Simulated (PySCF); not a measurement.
Telling isomers of C6H9N apart by NMR

No relativistic terms, a single conformation, no solvent model, equivalent nuclei averaged. Coordinates at the GFN2-xTB level; PBE0/pcSseg-1 with gauge-including orbitals; PySCF 2.14.0 with density-fitted response routines.

δ = σ(ref) − σ, references computed at the same level: TMS for ¹H and ¹³C. Where no couplings were computed, multiplicities follow the n + 1 count of equivalent neighbours, and m marks all less simple cases (inequivalent or close neighbours, rings, F or P nearby). Shifts are as computed. Against solution values, carbons near 30 ppm lie about +3 ppm off and those near 130 ppm about +5 ppm. Of 1211 compounds with measured shifts, 218 miss one by over three times the rms of a fit or turn the order of signals round; such compounds aren't used in these exercises. OH and NH positions are gas-phase values without hydrogen bonding to other molecules.

(1) Tabulate the signals of `CCc1ccc[nH]1`, `Cc1ccc(C)[nH]1`, `C=C=CC/C=N\C` and their relative energies.

(2) What is the quickest way to tell CCc1ccc[nH]1 from Cc1ccc(C)[nH]1?

(3) What is the quickest way to tell CCc1ccc[nH]1 from C=C=CC/C=N\C?

(4) What is the quickest way to tell Cc1ccc(C)[nH]1 from C=C=CC/C=N\C?

Results:

(1) 
| SMILES | carbon types | δC | δH | E rel. (kcal/mol) |
| --- | --- | --- | --- | --- |
| CCc1ccc[nH]1 | 1×C 3×CH 1×CH2 1×CH3 | 136.4, 118.2, 114.3, 110.1, 26.4, 21.1 | 7.36 (br s, 1H), 6.57 (m, 1H), 6.32 (m, 1H), 6.16 (m, 1H), 2.61 (q, 2H), 1.17 (t, 3H) | 4.0 |
| Cc1ccc(C)[nH]1 | 2×C 2×CH 2×CH3 | 128.2, 111.5, 15.2 | 7.04 (br s, 1H), 5.89 (s, 2H), 2.30 (s, 6H) | 0.0 |
| C=C=CC/C=N\C | 1×C 2×CH 2×CH2 1×CH3 | 222.0, 169.8, 92.9, 78.6, 40.6, 33.6 | 7.69 (t, 1H), 5.53 (m, 1H), 4.97 (m, 2H), 3.53 (s, 3H), 2.81 (m, 2H) | 64.8 |

Energies are electronic energies at PBE0/pcSseg-1 on these geometries, without zero-point or thermal terms, each for the one conformer computed, which needn't be the lowest.

(2) Count the carbon signals: 6 against 3. The first has an sp3 CH2 on an aromatic ring at 26.4 ppm, the second a substituted aromatic carbon next to a ring nitrogen (C) at 128.2 ppm. Their most deshielded carbons lie at 136.4 and 128.2 ppm. In the proton spectra the most deshielded non-exchanging signals are 6.57 (m, 1H) and 5.89 (s, 2H).

(3) Both give the same number of carbon signals, but DEPT or the intensities differ. The first has a substituted aromatic carbon next to a ring nitrogen (C) at 136.4 ppm, the second a central carbon of an allene (C) at 222.0 ppm. In the proton spectra the most deshielded non-exchanging signals are 6.57 (m, 1H) and 7.69 (t, 1H).

(4) Count the carbon signals: 3 against 6. The first has a substituted aromatic carbon next to a ring nitrogen (C) at 128.2 ppm, the second a central carbon of an allene (C) at 222.0 ppm. In the proton spectra the most deshielded non-exchanging signals are 5.89 (s, 2H) and 7.69 (t, 1H).
